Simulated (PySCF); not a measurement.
Molfile (atoms numbered from 1):
```
C5H11FSi
     RDKit          3D

 18 17  0  0  0  0  0  0  0  0999 V2000
   -1.5484    1.2923    0.0659 C   0  0  0  0  0  0  0  0  0  0  0  0
   -0.8387    0.2412   -0.7897 C   0  0  0  0  0  0  0  0  0  0  0  0
   -0.0433   -0.7102    0.0595 C   0  0  0  0  0  0  0  0  0  0  0  0
    1.2437   -0.5491    0.3490 C   0  0  0  0  0  0  0  0  0  0  0  0
    2.3557    0.8460   -0.2398 Si  0  0  0  0  0  4  0  0  0  0  0  0
   -0.8545   -1.8657    0.5831 C   0  0  0  0  0  0  0  0  0  0  0  0
   -0.1532   -2.6583    1.4553 F   0  0  0  0  0  0  0  0  0  0  0  0
   -0.8234    1.8460    0.6569 H   0  0  0  0  0  0  0  0  0  0  0  0
   -2.2597    0.8260    0.7437 H   0  0  0  0  0  0  0  0  0  0  0  0
   -2.0887    1.9913   -0.5683 H   0  0  0  0  0  0  0  0  0  0  0  0
   -0.1693    0.7461   -1.4870 H   0  0  0  0  0  0  0  0  0  0  0  0
   -1.5838   -0.3132   -1.3663 H   0  0  0  0  0  0  0  0  0  0  0  0
    1.7003   -1.2911    0.9926 H   0  0  0  0  0  0  0  0  0  0  0  0
    2.4744    0.8216   -1.7022 H   0  0  0  0  0  0  0  0  0  0  0  0
    3.6753    0.6584    0.3639 H   0  0  0  0  0  0  0  0  0  0  0  0
    1.8218    2.1504    0.1664 H   0  0  0  0  0  0  0  0  0  0  0  0
   -1.7389   -1.5098    1.1257 H   0  0  0  0  0  0  0  0  0  0  0  0
   -1.1778   -2.5158   -0.2405 H   0  0  0  0  0  0  0  0  0  0  0  0
  1  2  1  0
  2  3  1  0
  3  4  2  0
  4  5  1  0
  3  6  1  0
  6  7  1  0
  1  8  1  0
  1  9  1  0
  1 10  1  0
  2 11  1  0
  2 12  1  0
  4 13  1  0
  5 14  1  0
  5 15  1  0
  5 16  1  0
  6 17  1  0
  6 18  1  0
M  END
```

Calculated, not measured (PySCF): structure optimised with GFN2-xTB, shieldings: GIAO PBE0/pcSseg-1. Gas phase, a single conformation, equivalent nuclei averaged, non-relativistic Hamiltonian.

List the cross peaks expected in HSQC, COSY and HMBC spectra.

Results:



HSQC (one-bond C–H):
```
              δH          δC
      6.08 (H13)  113.3 (C4)
  5.18 (H17/H18)   87.7 (C6)
  2.02 (H11/H12)   29.3 (C2)
1.15 (H8/H9/H10)   16.6 (C1)
```

COSY cross peaks (H two or three bonds apart, from the bond graph; peaks can be absent where the dihedral angle is near 90°):
```
            δH                  δH
    6.08 (H13)  4.22 (H14/H15/H16)
2.02 (H11/H12)    1.15 (H8/H9/H10)
```

HMBC (two and three bonds, from the bond graph):
```
                δH                                            δC
        6.08 (H13)              169.2 (C3), 87.7 (C6), 29.3 (C2)
    5.18 (H17/H18)             169.2 (C3), 113.3 (C4), 29.3 (C2)
4.22 (H14/H15/H16)                        169.2 (C3), 113.3 (C4)
    2.02 (H11/H12)  169.2 (C3), 113.3 (C4), 87.7 (C6), 16.6 (C1)
  1.15 (H8/H9/H10)                         169.2 (C3), 29.3 (C2)
```

References, each an isolated molecule treated in the same way: ¹H, ¹³C against TMS.

Short H···H contacts in this conformer between protons four or more bonds apart (candidates for NOE cross peaks, intensity ∝ r⁻⁶): H9···H17 2.42 Å, H12···H18 2.51 Å, H11···H14 2.65 Å, H8···H16 2.71 Å.

Shifts are as computed. Against solution values, carbons near 30 ppm lie about +3 ppm off and those near 130 ppm about +5 ppm. Of 1309 compounds with measured shifts, 239 miss one by over three times the rms of a fit or turn the order of signals round; such compounds aren't used in these exercises.
